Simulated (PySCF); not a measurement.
# EPR parameters of C5H3F4S

Compound: C₅H₃F₄S (doublet state).
Cartesian coordinates in Å at the GFN2-xTB level; atoms count from 1:
```
atom  x, y, z in Å
F1    -2.3771   -0.4498   -1.1763
C2    -1.5165   -0.6377   -0.1230
C3    -0.1212   -0.7667   -0.5666
C4     0.8105   -0.0317   -0.0303
C5     2.2835   -0.0488   -0.2656
F6     2.6775    0.9392   -1.0827
F7     2.6833   -1.1962   -0.8242
F8     2.9798    0.0934    0.8700
S9     0.1390    1.2402    1.0585
C10   -1.5653    0.6097    0.7981
H11   -1.8604   -1.5481    0.3863
H12   -2.0056    0.4092    1.7720
H13   -2.1319    1.3878    0.2876
```

The hyperfine couplings belong to this conformer and change with its torsions.

The species is `F[C@H]1[C]=C(C(F)(F)F)SC1` [radical].

Method: UKS B3LYP, pcH-1 on C F H S, non-relativistic, mean-field spin-orbit, GIAO in PySCF 2.14.0. Isolated species at its GFN2-xTB geometry, gas phase. Couplings are sensitive to structure, and on GFN2-xTB geometries they can be far from those on DFT ones. The SCF solution wasn't tested for stability.

| Property | Result |
| --- | --- |
| g1, g2, g3 | 1.99794, 2.00078, 2.00220 |
| g_iso | 2.00030 |
| Form of g | rhombic: the two nearest values differ by 33 % of g3 − g1 |
| ⟨S²⟩ | 0.7609 (exact 0.7500) |
| α and β electrons | 43, 42 |
| HOMO–LUMO gap, α and β orbitals | 5.41, 2.77 eV |
| Basis functions | 290 |

Isotropic coupling and dipolar principal values T1 to T3, in MHz; ρ(0) is the spin density at the nucleus:

```tsv
atom	isotope	a_iso	of which spin–orbit	T1	T2	T3	Mulliken spin population	ρ(0) (bohr⁻³)
F1	19F	1.1	0.0	-7.5	-3.1	10.7	0.00	0.0003
C2	13C	32.7	0.0	-6.5	-5.4	11.8	-0.02	0.0291
C3	13C	402.0	-0.8	-77.2	-55.4	132.6	0.97	0.3583
C4	13C	27.6	0.0	-17.5	-2.0	19.5	-0.13	0.0246
C5	13C	21.9	0.0	-2.4	-1.7	4.1	0.01	0.0195
F6	19F	-5.4	0.0	-1.8	-0.6	2.4	0.00	-0.0013
F7	19F	3.3	0.0	-7.4	-3.5	10.9	0.00	0.0008
F8	19F	-4.6	0.0	-3.8	1.1	2.8	0.00	-0.0011
S9	33S	-1.7	0.4	-17.1	-12.2	29.3	0.11	-0.0062
C10	13C	57.0	-0.1	-5.1	-4.0	9.1	0.05	0.0508
H11	1H	15.9	0.0	-7.0	-5.2	12.3	0.01	0.0036
H12	1H	-2.0	0.0	-3.4	-1.5	4.9	0.00	-0.0004
H13	1H	5.5	0.0	-3.5	-0.9	4.4	0.00	0.0012
```

The Mulliken spin populations are largest on C3 (+0.97), C4 (-0.13) and S9 (+0.11). C3 is the only atom above +0.15. The positive populations add up to 1.15 and the negative ones to -0.15, together 2S = 1.

Under fast tumbling the dipolar parts average out, and these isotropic splittings remain: 1 × 1H (H11, I = 1/2, 2 lines) with 0.57 mT, 1 × 1H (H13, I = 1/2, 2 lines) with 0.20 mT, 3 × 19F (F6/F7/F8, I = 1/2, 4 lines) with 0.08 mT, 1 × 1H (H12, I = 1/2, 2 lines) with 0.07 mT and 1 × 19F (F1, I = 1/2, 2 lines) with 0.04 mT.

Means are taken over nuclei equivalent by connectivity, which assumes that they swap fast. The three 19F nuclei of mean -2.2 MHz run from -5.4 to 3.3 MHz in the frozen geometry.

The 13C coupling of C3 (402.0 MHz) shows only in satellite lines or after enrichment, since that isotope makes up about 1.07 % of natural carbon.

The run took 1.7 min (grids of density and orbitals included) on Arm Neoverse V2, one thread (shared host), and the process peaked at 1.0 GiB of memory.
